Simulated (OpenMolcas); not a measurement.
## Computed levels of V III

```
Program             : OpenMolcas 26.06
Method              : RASSCF
Basis               : ANO-RCC-VQZP [7s6p4d3f2g1h]
Scalar Hamiltonian  : DKH2, point nucleus
Active space        : 9 electrons in 8 orbitals (RAS1 3p, at most 2 holes; RAS2 3d)
State averaging     : 2S+1 = 4 even, 10 roots; 2S+1 = 2 even, 40 roots
Spin-orbit coupling : RASSI with atomic mean-field integrals over the reference wave functions, term energies averaged over their components
```

Spin-free terms above the lowest, with the occupations of the reference:

```tsv
Configuration	Term	E (cm⁻¹)	Occupations
3d³	⁴F	0.0	3p 5.97 3d 3.03
3d³	⁴P	13778	3p 5.97 3d 3.03
3d³	²G	14940	3p 5.97 3d 3.03
3d³	²P	17627	3p 5.97 3d 3.03
3d³	²D(1)	19089	3p 5.96 3d 3.04
3d³	²H	20981	3p 5.97 3d 3.03
3d³	²F	33497	3p 5.97 3d 3.03
3d³	²D(2)	49704	3p 5.96 3d 3.04
```

With spin-orbit coupling, above the lowest level:

```csv
Configuration,Term,J,E (cm⁻¹),Measured (cm⁻¹),g,Term weight %
3d³,⁴F,3/2,0.0,0.0,0.399,100
3d³,⁴F,5/2,163,146,1.029,100
3d³,⁴F,7/2,387,342,1.239,100
3d³,⁴F,9/2,669,584,1.334,100
3d³,⁴P,1/2,13992,11514,2.663,100
3d³,⁴P,3/2,14066,11592,1.731,99
3d³,⁴P,5/2,14258,11770,1.601,100
3d³,²G,7/2,15187,11966,0.889,100
3d³,²G,9/2,15431,12187,1.111,100
3d³,²P,1/2,17908,15580,0.673,100
3d³,²P,3/2,18002,15550,1.296,91
3d³,²D(1),3/2,19406,16330,0.841,92
3d³,²D(1),5/2,19610,16375,1.201,100
3d³,²H,9/2,21273,16811,0.909,100
3d³,²H,11/2,21463,16978,1.091,100
3d³,²F,7/2,33841,27728,1.143,100
3d³,²F,5/2,33946,27847,0.857,100
3d³,²D(2),5/2,50041,42267,1.200,100
3d³,²D(2),3/2,50183,42371,0.800,100
```

Against the 18 measured excited levels shown (Sugar and Corliss, J. Phys. Chem. Ref. Data 7, 1191 (1978)) the mean absolute deviation is 3400 cm-1; the largest miss in energy is 3d³ ²D_3/2(2): computed 50183, measured 42371 cm⁻¹ (+18.4 %), and the largest in proportion 3d³ ²G_7/2 (+26.9 %).

Spin-orbit coupling puts the lowest level 389 cm⁻¹ below the lowest spin-free term.

For ⁴F the intervals divided by the larger J are 65.2, 64.0, 62.6 cm-1. Landé's interval rule makes them equal in pure LS coupling; they differ by 4 % of their mean. The multiplet is regular.

Without dynamic correlation excited terms often stand tens of per cent too high (terms of higher spin than the ground term too low), and those without a measured partner can miss by more than the paired ones. Some levels mix across a computed gap that differs much from the measured one, so their mixing is not that of the real levels. Active for correlation alone: 3p; no level in the range computed is led by a configuration that opens it, so any true level of that kind is missing. Measured partners are found by configuration, term and J. A level has none where our copy of the source lacks it or the pairing is in doubt (some pairs that miss far off the trend of their configuration count as doubtful), and it then counts in no deviation. Levels of configurations outside the active space are missing. The first state left out of the spin-orbit step lies near 630000 cm-1 above the lowest spin-free state of the reference (among the parities and spins computed), and the list stops at four fifths of that energy or lower.

The RASSCF and RASSI steps took 37 s on 1 thread of AMD EPYC 9R14 (Zen 4) (shared host); the integral step is not counted.

The term weight is that of the spin-free term in the level, not the purity of its configuration. A number in round brackets counts repeated terms of one configuration in the order of the reference energies.
